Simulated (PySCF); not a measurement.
# Electron correlation in N²⁺ (nitrogen, charge +2)

[He] 2s2 2p1, 2P determinant. All numbers are calculated (PySCF 2.14, scalar relativity by spin-free X2C-1e, in aug-cc-pCVTZ-DK with one added diffuse shell each of s, p, d, f type (8s7p5d3f, 75 functions)). Frozen: nothing; 5 electrons correlated.

```tsv
level	correlation energy (mhartree)
CCSD	-132.94
(T)	-1.51
CCSD(T)	-134.45
```

Diagnostics: T1 = 0.0057, D1 = 0.0138, largest double amplitude 0.134.

Is a single reference adequate?

Mostly. T1 lies below 0.03, but a double amplitude of this size points to a near-degeneracy that CCSD handles and MP2 describes poorly.
